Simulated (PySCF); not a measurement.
Se(OH)(SMe) (CH4OSSe), SMILES S(C)[Se]O. Atoms are numbered in the order given.

```xyz
8

Se    -0.4391    -0.1237     0.7564
O     -1.6814     1.0685     0.0900
H     -1.4508     1.9267     0.5022
S      1.3326     0.1359    -0.5061
C      0.9636    -0.8743    -1.9922
H      0.7974    -1.9333    -1.7189
H      1.8524    -0.7955    -2.6507
H      0.0799    -0.4680    -2.5186
```

The structure is a stationary point at PBE-D3(BJ)/def2-SVP. The structure was generated by enumeration, and PubChem lists no compound with its InChIKey, so it may never have been made. One conformer was computed; it need not be the lowest.

Two levels are set side by side: PBE/pcSseg-1 (PySCF) and B3LYP/pcSseg-1 (PySCF). GIAO shifts against H2O (¹⁷O), H2S (³³S), Me2Se (⁷⁷Se), TMS (¹H), TMS (¹³C) at the same level; non-relativistic, no solvent, atoms listed together averaged. Differences are taken from unrounded values.

| quantity | B3LYP |
|---|---|
| δ(⁷⁷Se) of Se1 (ppm) | 1621.9 |
| δ(¹⁷O) of O2 (ppm) | 53.8 |
| δ(¹H) of H3 (ppm) | 3.39 |
| δ(³³S) of S4 (ppm) | 399.1 |
| δ(¹³C) of C5 (ppm) | 33.3 |

Question: What does PBE give, and how far is it from B3LYP? (Estimate from the structure and the level; the computed values follow.)

Answer: 
```
quantity                 PBE  PBE minus B3LYP
--------------------  ------  ---------------
δ(⁷⁷Se) of Se1 (ppm)  1615.4             -6.5
δ(¹⁷O) of O2 (ppm)      69.8             16.1
δ(¹H) of H3 (ppm)       3.38            -0.02
δ(³³S) of S4 (ppm)     414.4             15.2
δ(¹³C) of C5 (ppm)      33.4              0.0
```

Rough cost on one machine, each run with all the roots and properties that it gave: B3LYP against PBE within a factor of 2.
